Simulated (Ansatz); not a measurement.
Coupled-cluster diagnostics for Zr(OH)Cl3 (ZrCl₃OH), Ansatz.

Geometry of the singlet (PBE-D4/def2-SVP):

```xyz
6

Zr    0.1747   -0.2188    0.2977
O    -0.6355    0.7942   -1.0809
H    -1.0486    1.3126   -1.7865
Cl    1.5545    1.1929    1.5776
Cl    1.4611   -1.9363   -0.6667
Cl   -1.5062   -1.1445    1.6588
```

In the def2 sets Zr takes a core potential; there is no spin–orbit coupling. Correlated methods freeze 16 core orbitals; core or outer-core shells of Zr are correlated, in sets that lack core-valence functions.

(1) Estimate the CCSD(T) correlation energy, the shares of MP2 and (T), T1 and the reference's ⟨S²⟩ for: charge 0, singlet, own geometry in def2-TZVP; and the rough time on 4 threads of Arm Neoverse V1 on a shared host.

Answers

(1) 
| state | basis | correlation (eV) | MP2 share (%) | (T) share (%) | T1 | ⟨S²⟩ (pure) | wall time |
| --- | --- | --- | --- | --- | --- | --- | --- |
| charge 0, singlet, own geometry | def2-TZVP | -32.301 | 92.7 | 4.2 | 0.014 | 0.00 (0.00) | 83 s |
Customary marks for T1 are 0.02 (closed shells), 0.045 (open shells) and about 0.05 (3d metals). T1 stays under 0.02 throughout.
